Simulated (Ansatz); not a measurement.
Computed with Ansatz on PBE0-D4/def2-TZVP structures; ΔE is electronic, products minus reactants. CCSD(T)/CBS is the MP2 limit (def2-TZVPP, def2-QZVPP) plus CCSD(T) − MP2 in def2-TZVPP, frozen cores. DFT in def2-TZVPP. Each species was taken in one conformer, which may not be the lowest.

`F[SiH2]O[SiH2]F` + `N[SiH2]S` → `N[SiH2]S[SiH2]F` + `O[SiH2]F`  (ligand exchange at the Si–O bond)

`F[SiH2]O[SiH2]F`:

Cartesian coordinates in Å:
```
F 2.194 0.802 -0.512
Si 0.844 0.417 -1.266
O -0.144 -0.348 -0.233
Si -0.886 -0.518 1.199
F -1.499 0.884 1.641
H 0.220 1.672 -1.733
H 1.185 -0.512 -2.361
H -2.002 -1.470 1.035
H 0.088 -0.926 2.231
```

`N[SiH2]S`:

Z-matrix (Å, degrees):
```
Si
S 1 2.151
N 1 1.706 2 111.5
H 1 1.484 2 111.6 3 -117.8
H 1 1.485 2 105.8 3 122.4
H 2 1.343 1 94.3 3 -148.1
H 3 1.006 1 122.1 2 53.2
H 3 1.006 1 120.4 2 -98.6
```

`N[SiH2]S[SiH2]F`:

Cartesian coordinates in Å:
```
N 0.467 0.535 -1.948
Si 0.900 -0.615 -0.764
S -0.709 -1.496 0.388
Si -1.012 0.105 1.724
F -0.012 0.034 2.968
H -0.073 0.261 -2.753
H 0.256 1.481 -1.674
H 1.509 -1.785 -1.434
H 1.820 0.057 0.183
H -0.757 1.405 1.056
H -2.390 0.017 2.254
```

`O[SiH2]F`:

Cartesian coordinates in Å:
```
O -0.947 -0.832 -0.175
Si 0.169 0.350 -0.064
F 1.593 -0.160 -0.575
H -0.906 -1.571 0.433
H -0.281 1.432 -0.958
H 0.371 0.782 1.339
```

```json
{"level": "B2PLYP", "ΔE (kJ/mol)": "56.9"}
{"level": "PBE0", "ΔE (kJ/mol)": "42.3"}
```

Task: What does CCSD(T)/CBS give? (An estimate is asked.)

Result: The calculation gave: +51.7 kJ/mol. The listed levels differ from it by 5.2, -9.4 kJ/mol.

Largest T1 diagnostic among the species: 0.012.

In def2-TZVPP, CCSD(T) changes the Hartree–Fock value by −25.7 kJ/mol (the triples alone add −5.4 kJ/mol) and MP2 by −30.0 kJ/mol. From PBE to PBE0 (25 % exact exchange), in def2-TZVPP and without D4, ΔE moves by +6.6 kJ/mol.

CCSD(T)/CBS has its own doubt, a few kJ/mol and more with outer-core shells, so smaller differences from it don't rank the levels.
